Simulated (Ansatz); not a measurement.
System: trichloro(hydroxy)silane, sum formula HSiOCl₃, net charge 0, singlet state. 
Structure (B3LYP-D3(BJ)/def2-TZVP (Ansatz, an electronic-structure program) minimum search):
```xyz
6

Si     0.2280    -0.0390     0.1385
Cl     0.3609     1.6070    -1.0631
Cl    -0.2065    -1.6452    -1.0459
Cl    -1.2385     0.2241     1.5130
O      1.6023    -0.2744     0.9646
H      2.4188    -0.4195     0.4774
```

Wanted: atomisation energy (electronic, to ground-state atoms); the coupled-cluster value holds the core correlation from cc-pwCVTZ, in kcal/mol. Correlated levels leave the core frozen unless marked. Open shells are spin-unrestricted. No spin-orbit coupling. No relativistic terms. CBS(X,Y): correlation extrapolated as X^-3; Hartree-Fock from the larger set.

Level to compare with: CCSD(T)/CBS(cc-pV(T+d)Z,cc-pV(Q+d)Z) plus the core term (Ansatz), 519.9 kcal/mol. It is a level with limits of its own, and the differences hold the functionals' basis error too.

### Question
Rank these functionals by how close they come to CCSD(T)/CBS(cc-pV(T+d)Z,cc-pV(Q+d)Z), closest first: revPBE/def2-TZVPD (Ansatz); LC-wPBE/def2-TZVPD (Ansatz); wB97X/def2-TZVPD (Ansatz); B3LYP/def2-TZVPD (Ansatz).

### Answer
wB97X/def2-TZVPD (range-separated hybrid, 511.1 kcal/mol, difference -8.8), LC-wPBE/def2-TZVPD (range-separated hybrid, 505.6 kcal/mol, difference -14.3), B3LYP/def2-TZVPD (global hybrid, 493.5 kcal/mol, difference -26.4), revPBE/def2-TZVPD (GGA, 491.7 kcal/mol, difference -28.2)
